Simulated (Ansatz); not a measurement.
Reaction (formal exchange of groups at the Si–Ge bond): `F[Si]1([GeH3])CS1` + CH₄ → `C[Si]1(F)CS1` + GeH₄

Computed with Ansatz on PBE0-D4/def2-TZVP structures; ΔE is electronic, products minus reactants. CCSD(T)/CBS adds triple-zeta CCSD(T) − MP2 to the extrapolated MP2 energy (def2 sets, frozen cores). This one scheme is used for every species. DFT in def2-TZVPP. B3LYP here is the variant with VWN-RPA as its local correlation; programs differ in this. For Ge outer-core shells are correlated without core-valence functions, which leaves a few kJ/mol of doubt a bond. Scalar relativity is left out up to krypton.

`F[Si]1([GeH3])CS1`:

Z-matrix (Å, degrees):
```
Si
Ge 1 2.363
C 1 1.831 2 124.2
F 1 1.597 2 110.5 3 -147.1
S 1 2.073 2 120.2 3 68.6
H 2 1.534 1 107.6 3 -21.8
H 2 1.534 1 109.7 3 -141.1
H 2 1.536 1 110.6 3 98.1
H 3 1.087 1 118.9 2 -149.2
H 3 1.086 1 121.8 2 2.3
```

CH₄:

```xyz
5

C     0.000    0.000    0.000
H    -0.160   -0.906   -0.583
H    -0.719    0.037    0.818
H    -0.132    0.872   -0.640
H     1.012   -0.003    0.405
```

`C[Si]1(F)CS1`:

```xyz
10

C    -1.236   -1.002    0.109
Si   -0.217    0.507   -0.177
F    -1.112    1.790    0.130
C     1.568    0.640    0.167
S     1.189    0.628   -1.689
H    -1.646   -1.002    1.122
H    -2.069   -1.037   -0.596
H    -0.625   -1.895   -0.030
H     2.159   -0.217    0.475
H     1.988    1.588    0.490
```

GeH₄:

Cartesian coordinates in Å:
```
Ge 0.000 0.000 0.000
H 1.325 0.235 -0.737
H 0.288 -0.426 1.445
H -0.791 -1.105 -0.711
H -0.821 1.296 0.003
```

| level | ΔE (kcal/mol) | difference from CCSD(T)/CBS |
| --- | --- | --- |
| ωB97X-V | 2.7 | -1.0 |
| PBE | 5.3 | 1.6 |
| r2SCAN | 3.8 | 0.1 |
| PBE0 | 4.2 | 0.5 |
| B3LYP | 3.6 | -0.1 |
| MP2/def2-TZVPP | 3.1 | -0.6 |
| SCS-MP2/def2-TZVPP | 2.7 | -1.0 |
| SCS-MP2/def2-QZVPP | 2.8 | -0.9 |
| HF/CBS(def2) | 0.4 | -3.3 |
| MP2/CBS(def2) | 3.6 | -0.1 |
| CCSD(T)/CBS | 3.7 | 0 |

Largest T1 diagnostic among the species: 0.013.

From PBE to PBE0 (25 % exact exchange), in def2-TZVPP and without D4, ΔE moves by −1.1 kcal/mol. In def2-TZVPP, CCSD(T) changes the Hartree–Fock value by +2.5 kcal/mol (the triples alone add +0.5 kcal/mol) and MP2 by +2.4 kcal/mol.
